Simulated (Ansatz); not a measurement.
`N#[C][AlH][Cl]` + `CNC` → `C[N](C)[AlH][Cl]` + `C#N` at 500 K and 1 bar (ligand exchange at the Al–C bond).

Gas-phase electronic energies from Ansatz, PBE0-D4/def2-TZVP geometries. CBS: MP2 limit from def2 TZ/QZ plus the TZ coupled-cluster correction, frozen cores. This one scheme is used for every species. Each species was taken in one conformer, which may not be the lowest.

```
           species  CCSD(T)/CBS energy (Eh)  H − E (kJ/mol)  S (J/(mol·K))
  `N#[C][AlH][Cl]`               -795.20880            75.7          353.2
             `CNC`               -135.00321           273.8          313.8
`C[N](C)[AlH][Cl]`               -836.90351           287.8          421.9
             `C#N`                -93.32098            60.1          220.8
```

H − E and S are ideal-gas, rigid-rotor, harmonic terms from PBE0-D4/def2-TZVP, for one conformer and one mirror image of each species. 1 Eh = 2625.50 kJ/mol, R = 8.31446 J/(mol·K).

By hand: ΔE, ΔH, ΔS and ΔG.

ΔE = (-836.90351) + (-93.32098) − (-795.20880) − (-135.00321) = -0.01248 Eh = -32.8 kJ/mol. Δ(H − E) = 287.8 + 60.1 − 75.7 − 273.8 = -1.6, so ΔH = -34.4 kJ/mol. ΔS = 421.9 + 220.8 − 353.2 − 313.8 = -24.3 J/(mol·K). ΔG = -34.4 − 500 × (-24.3)/1000 = -22.2 kJ/mol.

By hand: the equilibrium constant, and the temperature at which ΔG would vanish if ΔH and ΔS stayed fixed.

log₁₀ K = −ΔG/(RT ln 10) = 2.3. ΔG = 0 at ΔH/ΔS = 1416 K.

TΔS isn't small against ΔH here. A doubt of 5 kJ/mol in ΔE shifts log₁₀ K by 0.5 here. Other conformers and mirror images would add mixing entropy, several J/(mol·K) or more a flexible species. These are equilibria of isolated gas molecules and say nothing of rates. Largest T1 diagnostic: 0.014 (customary marks: 0.02 for closed shells, 0.045 for open ones).
